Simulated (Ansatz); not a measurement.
```yaml
crystal:
  periodic: [false, false, false]
  atoms:
    - {symbol: O, position_ang: [-1.847222, -0.625706, 0.126351]}
    - {symbol: In, position_ang: [0.033439, 0.021523, -0.319614]}
    - {symbol: F, position_ang: [1.497544, -0.843443, 0.777288]}
    - {symbol: H, position_ang: [0.700411, 1.600182, -0.770485]}
basis:
  gaussian: {orbitals: def2-TZVPP, final_grid: {core_spheres: 5, valence_spheres: 4, degree: 11}}
magnetization: {spin_polarized: true, initial_magnetization: 2}
hamiltonian: {xc: {name: wB97}}
```

```sh
$ ansatz run in.yaml --threads 2 --pin off --events-out ev --progress --plain --max-ram 32768MiB --backend cpu
```

Output, abridged:

```
Error: a molecule whose nuclei and cores have a total charge of 39 cannot have a net charge of 0 together with 2 unpaired electrons
```

Problem. What is wrong with this run?

Solution. The number of unpaired electrons doesn't fit the electron count. The input was rejected before any iteration.
